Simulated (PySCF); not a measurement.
A structure optimised at B3LYP-D3(BJ)/def2-SVP, used in a PySCF frequency run:

```xyz
9

B     -0.9596     0.1136     0.0000
H     -2.1193     0.4354     0.0000
O     -0.6664    -1.2006     0.0000
C      0.6540    -1.7115     0.0000
H      1.2082    -1.3812    -0.8952
H      0.5982    -2.8090     0.0000
H      1.2082    -1.3812     0.8952
S      0.3613     1.3752     0.0000
H     -0.4707     2.4389     0.0000
```
Charge 0, spin multiplicity 1.

Write its SMILES, formula and point group.

COBS, CH5BOS, Cs

What are its rotational constants (standard atomic weights)?

14.213, 3.6362, 2.9500 GHz
